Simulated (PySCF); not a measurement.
AlH₂Cl, SMILES [AlH2][Cl].

Geometry: B3LYP-D3(BJ)/def2-TZVP.

Calculation: PySCF with r2SCAN/def2-TZVPD.

total energy: -703.84276 hartree
point group: C2v
highest occupied level: -7.63 eV
lowest empty level: -2.07 eV
orbital gap: 5.55 eV
dipole moment: 1.27 D
quadrupole, principal values (traceless, Buckingham form, about the centre of nuclear charge): -3.63, -1.62, 5.25 D·Å
mean static polarisability: 42.8 bohr³ (6.34 Å³)
polarisability, principal values: 36.3, 41.9, 50.0 bohr³
